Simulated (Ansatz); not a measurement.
Gas-phase electronic energies from Ansatz, PBE0-D4/def2-TZVP geometries. CCSD(T)/CBS adds triple-zeta CCSD(T) − MP2 to the extrapolated MP2 energy (def2 sets, frozen cores). Functionals use def2-TZVPP. B3LYP here is the variant with VWN-RPA as its local correlation; programs differ in this. For Ge outer-core shells are correlated without core-valence functions, which leaves a few kJ/mol of doubt a bond. Scalar relativity is left out up to krypton. One conformer a species, not always the lowest.

tetramethylsilane + `C[NH][GeH]([OH])[Cl]` → `C[NH][GeH]([Cl])[O]C` + trimethylsilane  (substitution at a C–Si bond)

`C[Si](C)(C)C`:

```xyz
17

C    -0.373   -1.038   -1.517
Si    0.000    0.000    0.000
C     1.677   -0.481    0.690
C    -1.320   -0.296    1.300
C     0.016    1.815   -0.473
H     0.382   -0.887   -2.294
H    -1.346   -0.779   -1.944
H    -0.389   -2.104   -1.272
H     1.921    0.107    1.579
H     2.469   -0.316   -0.045
H     1.699   -1.537    0.973
H    -1.130    0.297    2.198
H    -1.352   -1.348    1.597
H    -2.311   -0.025    0.925
H    -0.951    2.126   -0.879
H     0.231    2.447    0.393
H     0.777    2.019   -1.231
```

`C[NH][GeH]([OH])[Cl]`:

```xyz
11

C     0.527    1.039   -0.999
N     0.309   -0.374   -0.735
Ge   -0.210   -0.922    0.913
O    -1.802   -0.229    1.239
Cl    0.985   -0.109    2.508
H     1.474    1.421   -0.600
H    -0.279    1.622   -0.549
H     0.505    1.227   -2.076
H     1.015   -0.961   -1.155
H    -0.167   -2.450    0.998
H    -2.357   -0.263    0.455
```

`C[NH][GeH]([Cl])[O]C`:

Z-matrix (Å, degrees):
```
C
N 1 1.450
H 1 1.093 2 110.0
H 1 1.091 2 109.4 3 117.4
H 1 1.098 2 114.2 3 -121.6
Ge 2 1.814 1 122.9 3 -160.2
H 2 1.010 1 113.1 3 58.4
O 6 1.759 2 107.5 1 165.6
Cl 6 2.156 2 105.2 1 47.4
H 6 1.532 2 120.1 1 -74.2
C 8 1.414 6 119.9 2 -57.6
H 11 1.095 8 111.2 6 -72.4
H 11 1.092 8 107.6 6 168.8
H 11 1.095 8 112.0 6 49.3
```

`C[SiH](C)C`:

Z-matrix (Å, degrees):
```
C
Si 1 1.874
H 1 1.093 2 111.2
H 1 1.093 2 111.1 3 120.1
H 1 1.094 2 110.9 3 -119.9
C 2 1.874 1 110.3 3 -178.9
C 2 1.874 1 110.3 3 58.9
H 2 1.494 1 108.6 3 -60.0
H 6 1.093 2 111.1 1 179.0
H 6 1.094 2 110.9 1 -61.1
H 6 1.093 2 111.1 1 58.9
H 7 1.093 2 111.2 1 -58.8
H 7 1.094 2 110.9 1 61.1
H 7 1.093 2 111.1 1 -178.9
```

CCSD(T)/CBS gives +24.2 kcal/mol.

(1) Another level gave +23.4 kcal/mol. Which?
A. MP2/def2-TZVPP
B. PBE0/def2-TZVPP
C. B3LYP/def2-TZVPP
D. HF/def2-TZVPP

Largest T1 diagnostic among the species: 0.011.

## Answers

(1) B. PBE0 23.4, B3LYP 21.7, HF/def2-TZVPP 20.2, MP2/def2-TZVPP 25.0 kcal/mol.

In def2-TZVPP, CCSD(T) changes the Hartree–Fock value by +3.1 kcal/mol (the triples alone add +0.2 kcal/mol) and MP2 by +4.7 kcal/mol.
